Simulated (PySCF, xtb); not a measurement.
Be(NH2)(SH) (BeH3NS), SMILES [NH2][Be][SH].

xtb with GFN2-xTB at its own geometry gives an orbital gap of 5.25 eV and a dipole moment of 3.58 D.

Coordinates come from a B3LYP-D3(BJ)/def2-TZVP optimisation. The values are those of a single conformer.

Q: What does HF/def2-TZVPD (PySCF) give? (An estimate is asked for; the answer gives what the named calculation found.)

A: gap 11.26 eV (levels -10.19 and 1.07 eV), dipole 2.05 D.
